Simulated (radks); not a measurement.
Task: Calculated with a radial shooting solver on a logarithmic mesh with Libxc functionals: scalar-relativistic Kohn-Sham, LDA (Slater exchange, Perdew-Wang correlation), spin-polarised, spherical densities, finite nucleus; open shells are filled with parallel spins first (spin-orbit coupling, left out, can overturn this in heavy ions); Fermi nuclear charge, rms radius of each element as measured or else 0.836 A^(1/3) + 0.57 fm. Each species is in its NIST ground configuration. Rank Tb2+, Ho2+, La2+, Ce2+, Tm2+, Dy2+, Nd2+, Gd2+, Pr2+, Pm2+, Eu2+, Sm2+, Er2+, Yb2+, Lu2+ by radius at which the density is 0.001 e/bohr^3 (bohr), largest first.

Result: Lu2+ 4.03, La2+ 3.92, Gd2+ 3.68, Ce2+ 3.67, Pr2+ 3.63, Nd2+ 3.59, Pm2+ 3.55, Sm2+ 3.51, Eu2+ 3.48, Tb2+ 3.42, Dy2+ 3.39, Ho2+ 3.37, Er2+ 3.34, Tm2+ 3.31, Yb2+ 3.29.
